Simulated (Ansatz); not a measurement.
Ansatz (an electronic-structure program) input (CCSD(T)/6-31G*):

Ansatz 0.2 input:
```yaml
crystal:
  periodic: [false, false, false]
  atoms:
    - {symbol: C, position_ang: [-1.98162240, 0.05350218, -0.04955741]}
    - {symbol: C, position_ang: [-0.64661262, -0.10769500, -0.02088105]}
    - {symbol: C, position_ang: [0.61059884, 0.08118784, 0.01894619]}
    - {symbol: O, position_ang: [1.82236837, 0.09828229, 0.05112541]}
    - {symbol: H, position_ang: [-2.47312991, -0.94822843, -0.10004966]}
basis:
  gaussian:
    orbitals: 6-31G*
total_charge: -1
magnetization: {spin_polarized: false}
correlation: {method: ccsd_t, electrons: outside_noble_gas}
```

End of the output:

```
integrals: 0.03 GiB planned
589 factors; integrals over basis functions are off by at most 9.9e-4 eV
mean field: 0.12 GiB planned
mean field evaluation 1: about -5137.5195 eV, gradient 3.0e1 eV
mean field evaluation 2: about -5137.5274 eV, gradient 3.0e1 eV
mean field evaluation 4: about -5140.1502 eV, gradient 3.9e0 eV
mean field evaluation 8: about -5140.2391 eV, gradient 2.7e-1 eV
mean field evaluation 16: about -5140.2173 eV, gradient 1.3e0 eV
mean field evaluation 32: about -5136.7477 eV, gradient 1.6e-1 eV
mean field evaluation 64: about -5136.7481 eV, gradient 8.8e-4 eV
mean field -5140.23950533 eV, -188.9003176412 hartree, gradient 7.7e-6 eV, S^2 0.000000; 2 other end points of the search recorded, 0 dependent functions left out; unrestricted orbitals would lower it
determinant -5140.23950533 eV, -188.9003176412 hartree, with singles and doubles -5155.47016108 eV, -189.4600339165 hartree
determinant -5136.74809848 eV, -188.7720108063 hartree, with singles and doubles -5152.58653542 eV, -189.3540626280 hartree
4 core orbitals not correlated
reference -5140.23950533 eV, -188.9003176412 hartree; 10, 10 occupied and 48, 48 virtual orbitals, 589 factors
second order -14.79582913 eV of doubles, -0.00000000 eV of singles
coupled cluster: 0.12 GiB planned
cycle   1  -15.23143812 eV  change   -7.8e-4 eV  update   1.8e-3
cycle   2  -15.23091996 eV  change    5.2e-4 eV  update   1.3e-3
cycle   3  -15.23014555 eV  change    7.7e-4 eV  update   7.4e-4
cycle   4  -15.23132104 eV  change   -1.2e-3 eV  update   1.8e-4
cycle   5  -15.23159769 eV  change   -2.8e-4 eV  update   7.3e-5
cycle   6  -15.23152687 eV  change    7.1e-5 eV  update   2.5e-5
cycle   7  -15.23153913 eV  change   -1.2e-5 eV  update   1.4e-5
coupled cluster: 0.12 GiB planned
perturbative correction -0.71812946 eV, -0.0263907708 hartree
Total energy: -5156.18917391 eV, -189.4864571507 hartree
```

It need not be the lowest isomer of its formula. Whether it binds its extra electron was not tested at this geometry.
